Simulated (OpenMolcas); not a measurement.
Cu7+, Ag7+, Au7+: d4 down the group

```json
{
  "Program": "OpenMolcas",
  "Method": "CASSCF",
  "Basis": "ANO-RCC-VQZP",
  "Scalar Hamiltonian": "DKH2, point nucleus",
  "Spin-orbit coupling": "state interaction with AMFI integrals over the reference wave functions, term energies averaged over their components"
}
```

Active space for each ion: 4 electrons in 10 orbitals (d d).

Computed levels in cm-1 above 5D0:

```tsv
Level	Cu7+	Ag7+	Au7+
5D1	373	1100	8648
5D2	1079	2797	15456
5D3	2060	4789	20321
5D4	3267	6939	22674
3H4	36495	26103	33639
3H5	37339	28623	41874
3H6	38202	30410	45326
3P1(1)	40080	29829	43126
3F2(1)	42281	31635	40828
weight of 5D in the lowest level (%)	99	95	58
```

Mixed levels, with the weight of the term that names them: Au7+ 5D0 (58 %), Au7+ 5D4 (53 %), Au7+ 3H4 (53 %), Au7+ 3H6 (69 %), Au7+ 3P1(1) (72 %), Au7+ 3F2(1) (61 %).

Measured, with the error of the calculation in %. Measured levels: Ag7+ from Atoms 5, 11 (2017), spectra Ag VII to Ag IX.

```json
{"Level": "5D1", "Ag7+": "1340 (-17.9)"}
{"Level": "5D2", "Ag7+": "3212 (-12.9)"}
{"Level": "5D3", "Ag7+": "5292 (-9.5)"}
{"Level": "5D4", "Ag7+": "7443 (-6.8)"}
{"Level": "3H4", "Ag7+": "23302 (+12.0)"}
{"Level": "3H5", "Ag7+": "26250 (+9.0)"}
{"Level": "3H6", "Ag7+": "28185 (+7.9)"}
{"Level": "3P1(1)", "Ag7+": "26526 (+12.5)"}
{"Level": "3F2(1)", "Ag7+": "28051 (+12.8)"}
```

The fine-structure level 5D4 changes by a factor of 6.94 from Cu7+ to Au7+.

Without spin-orbit coupling 3H lies 35548, 24648, 22192 cm-1 above 5D in that order; the difference to the level 3H4, of either sign, comes from spin-orbit coupling, which also lowers the zero.

Without dynamic correlation excited terms often stand tens of per cent too high (terms of higher spin than the ground term too low), and those without a measured partner can miss by more than the paired ones. Active for correlation alone: 4d; no level in the range computed is led by a configuration that fills it, so any true level of that kind is missing (holds for Cu7+). Active for correlation alone: 5d; no level in the range computed is led by a configuration that fills it, so any true level of that kind is missing (holds for Ag7+). Active for correlation alone: 6d; no level in the range computed is led by a configuration that fills it, so any true level of that kind is missing (holds for Au7+). Measured partners are found by configuration, term and J. A level has none where our copy of the source lacks it or the pairing is in doubt (some pairs that miss far off the trend of their configuration count as doubtful), and it then counts in no deviation. Only configurations of the active space appear.

A number in round brackets counts repeated terms of one configuration in the order of the reference energies.
